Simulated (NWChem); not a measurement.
System: GeICl, singlet; SMILES [Cl][Ge][I]

Here is an NWChem input.

```
start job
memory heap 200 mb stack 900 mb global 1100 mb
geometry units angstroms noautosym nocenter noautoz
  Ge     0.782823    -1.050482     0.000000
  Cl    -1.070617    -2.220366     0.000000
  I     -0.125088     1.346830     0.000000
end
basis spherical
  * library def2-svpd
end
ecp
  I library def2-ecp
end
dft
  xc xpbe96 cpbe96
  iterations 150
end
property
  response 1 0.0
end
task dft property
```

Low-valent species are run as closed-shell singlets; no triplet was tried in these runs. Geometry: optimised at PBE0/def2-SVP. Not confirmed as a minimum by frequencies. def2 effective core potentials on I; no spin-orbit coupling.

Static field.

### Question
What results follow from this input? (PBE/def2-SVPD with def2 effective core potentials on I.) Quantities: isotropic polarisability (bohr³); anisotropy (bohr³).

### Answer
```
Quantity                          Result
--------------------------------  ------
isotropic polarisability (bohr³)    88.6
anisotropy (bohr³)                  52.0
```
